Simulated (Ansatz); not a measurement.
Isolated molecules relaxed with PBE0-D4/def2-TZVP in Ansatz; ΔE leaves out vibrations. CCSD(T)/CBS is the MP2 limit (def2-TZVPP, def2-QZVPP) plus CCSD(T) − MP2 in def2-TZVPP, frozen cores. Functionals use def2-TZVPP. B3LYP here is the variant with VWN-RPA as its local correlation; programs differ in this. For Br, Ge outer-core shells are correlated without core-valence functions, which leaves a few kJ/mol of doubt a bond. Scalar relativity is left out up to krypton. One conformer a species, not always the lowest.

`CO[SiH2]Br` + `[OH][GeH3]` → `CO[SiH2][O][GeH3]` + HBr  (ligand exchange at the Si–Br bond)

`CO[SiH2]Br`:

```xyz
9

C    -0.179   -1.366    0.167
O    -0.114   -0.300   -0.758
Si    0.273    1.231   -0.371
Br   -1.197    2.090    1.063
H     0.742   -1.442    0.755
H    -0.313   -2.290   -0.396
H    -1.024   -1.239    0.849
H     1.589    1.302    0.309
H     0.223    2.014   -1.619
```

`[OH][GeH3]`:

Z-matrix (Å, degrees):
```
Ge
O 1 1.783
H 1 1.531 2 104.3
H 1 1.541 2 109.9 3 119.6
H 1 1.541 2 109.9 3 -119.6
H 2 0.959 1 112.7 3 180.0
```

`CO[SiH2][O][GeH3]`:

```xyz
13

C    -0.123   -0.539    2.233
O    -0.122    0.106    0.982
Si    1.160    0.126   -0.043
O     0.627    0.672   -1.472
Ge   -0.962    0.524   -2.265
H     0.490    0.003    2.962
H    -1.150   -0.572    2.602
H     0.251   -1.567    2.158
H     2.225    1.039    0.443
H     1.695   -1.262   -0.147
H    -0.703    0.860   -3.738
H    -1.466   -0.919   -2.099
H    -1.923    1.529   -1.616
```

HBr:

Cartesian coordinates in Å:
```
Br 0.694 0.102 0.113
H -0.694 -0.102 -0.113
```

```csv
level,ΔE (kJ/mol),difference from CCSD(T)/CBS
PBE-D4,-6.4,11.0
r2SCAN-D4,-15.2,2.2
PBE0-D4,-10.3,7.1
B3LYP-D4,-20.7,-3.3
ωB97X-V,-17.9,-0.5
B2PLYP,-19.1,-1.7
PBE,-3.9,13.5
r2SCAN,-14.1,3.3
PBE0,-7.9,9.5
MP2/def2-TZVPP,-18.5,-1.1
CCSD/def2-TZVPP,-25.0,-7.6
CCSD(T)/def2-TZVPP,-23.5,-6.1
HF/def2-QZVPP,-29.6,-12.2
MP2/def2-QZVPP,-15.6,1.8
HF/CBS(def2),-29.8,-12.4
CCSD/CBS(def2),-18.9,-1.5
CCSD(T)/CBS,-17.4,0
```

Largest T1 diagnostic among the species: 0.012.

The D4 term adds −3.5 kJ/mol with B3LYP and −2.3 kJ/mol with PBE0; it sums over pairs of atoms, weighted by their polarisabilities, and B3LYP, whose exchange is more repulsive, gets the larger term. From PBE to PBE0 (25 % exact exchange), in def2-TZVPP and without D4, ΔE moves by −4.0 kJ/mol. In def2-TZVPP, CCSD(T) changes the Hartree–Fock value by +4.4 kJ/mol (the triples alone add +1.5 kJ/mol) and MP2 by +9.4 kJ/mol.

CCSD(T)/CBS has its own doubt, a few kJ/mol and more with outer-core shells, so smaller differences from it don't rank the levels.
